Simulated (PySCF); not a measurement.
PySCF input:

```python
from pyscf import gto, scf, mp, cc as ccmod

mol = gto.M(
    atom='''
    S    -1.25753170   -0.39590933   -0.07971616
    S     0.73035807   -0.20710780    0.18359427
    O     1.23376538    1.09580058   -0.14400845
    H    -1.43534504    0.88186946   -0.50998220
    ''',
    basis='cc-pvdz',
    charge=1,
    spin=0,
    verbose=4,
)

mf = scf.RHF(mol)
mf.conv_tol = 1e-10
mf.max_cycle = 100
mf.kernel()
mp2 = mp.MP2(mf, frozen=11).run()
cc = ccmod.CCSD(mf, frozen=11)
cc.max_cycle = 100
cc.kernel()
et = cc.ccsd_t()
print(f'E(CCSD(T)) = {cc.e_tot + et:.9f}')
```

**Question.** What final total energy does it print?

**Answer.** -870.62567 Eh (CCSD(T)/cc-pVDZ).

It need not be the lowest isomer of its formula.
